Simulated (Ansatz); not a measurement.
A nudged elastic band was laid between two geometries of BrH + Cl2H2Sn (7 atoms, charge 0, multiplicity 1).

Computed with RHF/def2-mTZVP in Ansatz.

```json
{
 "movable images": "5",
 "climbing image": "yes",
 "spring": "5.0 eV/Å²",
 "optimiser": "quadratic models (default)",
 "start path": "through a guess of the saddle point",
 "force threshold": "0.03 eV/Å",
 "iteration limit": "60",
 "end points": "relaxed"
}
```

First end point:

```xyz
7
Properties=species:S:1:pos:R:3
Sn -0.288 0.409 -0.257
Cl -0.382 0.104 2.062
H 1.266 -0.004 -0.771
H -0.849 1.968 -0.587
Cl -1.795 -1.113 -1.173
Br 2.186 -3.371 2.075
H 1.227 -2.479 2.626
```

Last end point:

```xyz
7
Properties=species:S:1:pos:R:3
Sn -0.216 -0.547 -0.439
Cl 1.314 0.312 3.212
H 1.279 0.199 -0.680
H -1.399 0.275 0.441
Cl -1.113 -1.005 -2.548
Br 0.174 -2.757 0.644
H 1.326 -0.963 3.346
```

What changes between the two ends?

Bonds broken: Sn1–Cl2, Br6–H7. Bonds formed: Sn1–Br6, Cl2–H7. BrH + Cl2H2Sn becomes BrClH2Sn + ClH.

What energy profile does the band end with?

The run converged. The highest image is number 3 of 0 to 6, 144.9 kJ/mol above the first end and 160.9 kJ/mol above the last; the last end lies 16.0 kJ/mol below the first. Neighbouring images differ by up to 1.2 eV, so the band resolves the path poorly. A vibrational analysis at the climbing image gives one clearly imaginary mode, 600i cm⁻¹: a first-order saddle point. The orbitals stay closed-shell, which can raise the energy where a bond breaks towards radicals; this wasn't checked here.

| image | path coordinate (Å) | energy (kJ/mol) | Sn1–Cl2 (Å) | Br6–H7 (Å) | Sn1–Br6 (Å) |
| --- | --- | --- | --- | --- | --- |
| 0 | 0.00 | 0.0 | 2.34 | 1.42 | 5.08 |
| 1 | 1.77 | 0.7 | 2.34 | 1.42 | 5.39 |
| 2 | 3.55 | 32.3 | 2.37 | 1.42 | 4.24 |
| 3 | 5.32 | 144.9 | 2.73 | 1.54 | 2.76 |
| 4 | 6.03 | 28.0 | 3.14 | 2.20 | 2.56 |
| 5 | 6.73 | -11.1 | 3.66 | 2.76 | 2.50 |
| 6 | 7.44 | -16.0 | 4.05 | 3.44 | 2.49 |

What is the geometry of the highest image?


```xyz
7
Properties=species:S:1:pos:R:3
Sn 0.022 -0.230 -0.054
Cl 1.014 0.387 2.416
H 1.512 0.234 -0.668
H -1.357 0.613 0.388
Cl -0.816 -1.525 -1.869
Br 0.251 -2.554 1.426
H 0.740 -1.411 2.335
```

Run time: 3.9 min on 4 threads of Arm Neoverse V2 (shared host), peak memory 0.36 GiB.
